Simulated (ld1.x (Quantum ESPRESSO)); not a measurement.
**lithium ultrasoft: all-electron and pseudo phase curves**

Li, ultrasoft, made with ld1.x (Quantum ESPRESSO) 7.5 (PW91, non-relativistic). Core none, reference 1s2 2s0 2p0 (charge +1). Waves: 1s (bound): rcut 0.90, rcutus 1.00 bohr; 2s (bound, empty): rcut 0.90, rcutus 1.00 bohr; 2p (bound, empty): rcut 3.45, rcutus 4.55 bohr; 2p channel at 0.9 Ry: rcut 3.45, rcutus 4.55 bohr. Local part: all-electron potential smoothed inside 1.20 bohr (lloc = -1). Core correction: none. Augmentation charge: PSQ, radius 0.75 bohr.

The phase is arctan(r·u′/u) with u = r·R(r), unwrapped; energies in Ry, scanned from -6 to 5 Ry. A pole is an energy at which the radial function vanishes at the test radius. The pseudo phase is shifted by a multiple of π to meet the all-electron one at the reference energy, and phase errors are pseudo minus all-electron; the curves can meet again beyond the range given. Levels narrower than the energy grid can be missing from the lists of poles.

Q: For each channel, where are the poles, and over which energies does the pseudopotential scatter like the atom?

A:

```json
{"channel": "s", "radius (bohr)": "4.93", "reference energy (Ry)": "-0.49", "poles, all-electron": "-0.38, 1.22, 3.81", "poles, pseudo": "-0.38, 1.22, 3.81", "unbroken range about the reference energy with phases within 0.05 rad": "the whole range", "phase error 1 Ry above the reference energy (rad)": "-0.000"}
{"channel": "p", "radius (bohr)": "4.93", "reference energy (Ry)": "-0.34", "poles, all-electron": "-0.22, 1.14, 3.37", "poles, pseudo": "-0.22, 1.14, 3.29", "unbroken range about the reference energy with phases within 0.05 rad": "below 1.8", "phase error 1 Ry above the reference energy (rad)": "-0.002"}
```

Phases in the s channel:

```
E (Ry)  all-electron  pseudo
 -6.00         1.485   1.485
 -5.74         1.483   1.483
 -5.48         1.481   1.481
 -5.22         1.478   1.478
 -4.96         1.476   1.476
 -4.70         1.473   1.473
 -4.44         1.470   1.470
 -4.18         1.466   1.466
 -3.92         1.463   1.463
 -3.66         1.458   1.458
 -3.40         1.454   1.454
 -3.14         1.448   1.448
 -2.88         1.442   1.442
 -2.62         1.434   1.434
 -2.36         1.425   1.425
 -2.10         1.414   1.414
 -1.84         1.400   1.400
 -1.58         1.381   1.381
 -1.32         1.354   1.354
 -1.06         1.307   1.307
 -0.80         1.193   1.193
 -0.54        -0.345  -0.345
 -0.28        -1.692  -1.692
 -0.02        -1.923  -1.923
  0.24        -2.603  -2.603
  0.50        -4.209  -4.209
  0.76        -4.545  -4.545
  1.02        -4.658  -4.658
  1.28        -4.726  -4.726
  1.54        -4.783  -4.783
  1.80        -4.853  -4.853
  2.06        -4.987  -4.987
  2.32        -5.570  -5.570
  2.58        -7.346  -7.346
  2.84        -7.657  -7.657
  3.10        -7.751  -7.751
  3.36        -7.800  -7.800
  3.62        -7.834  -7.834
  3.88        -7.862  -7.862
  4.14        -7.888  -7.888
  4.40        -7.918  -7.918
  4.66        -7.958  -7.958
  4.92        -8.028  -8.028
```
